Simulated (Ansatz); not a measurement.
**doublet B: levels of theory in one basis**

A single B atom.

Basis set: def2-SVP (spherical functions). Frozen core: 1 orbital. Correlation on ROHF uses semicanonical orbitals with singles. Charge 0, multiplicity 2.

Computed with Ansatz (development build ahead of 0.2.0); each method stands on the lowest determinant of its kind that the runs found.

```
                            method  E − E(ROHF) (eV)  <S²> of the determinant
                              ROHF              0.00                     0.75
                               UHF             -0.08                     0.76
                          ROHF-MP2             -1.05                        –
                           UHF-MP2             -1.06                     0.76
                         ROHF-CCSD             -1.63                        –
                          UHF-CCSD             -1.63                     0.76
                      ROHF-CCSD(T)             -1.65                        –
                        ROHF-CCSDT             -1.66                        –
                      UHF-CCSDT(Q)             -1.66                     0.76
full CI (lowest root of this spin)             -1.66                        –
```

**Question.** Is a single determinant a sound starting point here?

**Answer.** By this sign, yes. Unrestricted orbitals gain 0.08 eV and <S²> is 0.76 against 0.75 for a pure state.
